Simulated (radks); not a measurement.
Task: Species: Zn10+. Configuration: [Ar] 3d2. All-electron calculation, scalar-relativistic Kohn-Sham, r2SCAN, spin-polarised, spherical densities, finite nucleus; open shells are filled with parallel spins first; meta-GGA in the generalised Kohn-Sham scheme; Fermi nuclear charge, rms radius 3.9283 fm. Program: a radial shooting solver on a logarithmic mesh with Libxc functionals. Some entries of the table are withheld. Estimate them.

| orbital | occ. | eigenvalue (hartree) | <1/r> (bohr^-1) | <r^2> (bohr^2) |
|---|---|---|---|---|
| 1s down | 1 | -361.3340 | 30.22 | 0.003409 |
| 1s up | 1 | -361.3336 | 30.22 | 0.003409 |
| 2s up | 1 | -53.44159 | 6.612 | 0.05995 |
| 2s down | 1 | -53.32277 | 6.623 | 0.05975 |
| 2p up | 3 | -47.64595 | 6.466 | (1) |
| 2p down | 3 | -47.55690 | 6.476 | (2) |
| 3s up | 1 | -14.08574 | 2.299 | 0.4419 |
| 3s down | 1 | -13.89960 | 2.284 | 0.4458 |
| 3p up | 3 | -12.26475 | (3) | 0.4539 |
| 3p down | 3 | -12.07491 | (4) | 0.4586 |
| 3d up | 2 | -9.40370 | 2.007 | 0.4322 |
| 3d down | 0 | -9.19001 | 1.996 | 0.4389 |

Result: 
(1) 2p up <r^2> (bohr^2): 0.04799
(2) 2p down <r^2> (bohr^2): 0.04778
(3) 3p up <1/r> (bohr^-1): 2.191
(4) 3p down <1/r> (bohr^-1): 2.175
